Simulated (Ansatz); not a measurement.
Isolated molecules relaxed with PBE0-D4/def2-TZVP in Ansatz; ΔE leaves out vibrations. CCSD(T)/CBS is the MP2 limit (def2-TZVPP, def2-QZVPP) plus CCSD(T) − MP2 in def2-TZVPP, frozen cores. This one scheme is used for every species. Functionals use def2-TZVPP. B3LYP here is the variant with VWN-RPA as its local correlation; programs differ in this. One conformer a species, not always the lowest.

`N[SiH](O)[SiH2]F` + H₂S → `N[SiH](O)S` + `F[SiH3]`  (cleavage of the Si–Si bond)

Is it downhill or uphill in electronic energy at CCSD(T)/CBS, and by how much? (Estimate.)

Ansatz gave: Downhill: ΔE = -86.6 kJ/mol.

What do these levels give: r2SCAN-D4, B3LYP, HF/def2-TZVPP, CCSD(T)/def2-TZVPP, HF/def2-QZVPP, HF/CBS(def2)? (Estimate.)

The calculation gave: r2SCAN-D4 -84.1, B3LYP -81.5, HF/def2-TZVPP -97.9, CCSD(T)/def2-TZVPP -85.8, HF/def2-QZVPP -98.2, HF/CBS(def2) -98.3 kJ/mol.

Largest T1 diagnostic among the species: 0.012.

From PBE to PBE0 (25 % exact exchange), in def2-TZVPP and without D4, ΔE moves by −7.4 kJ/mol.
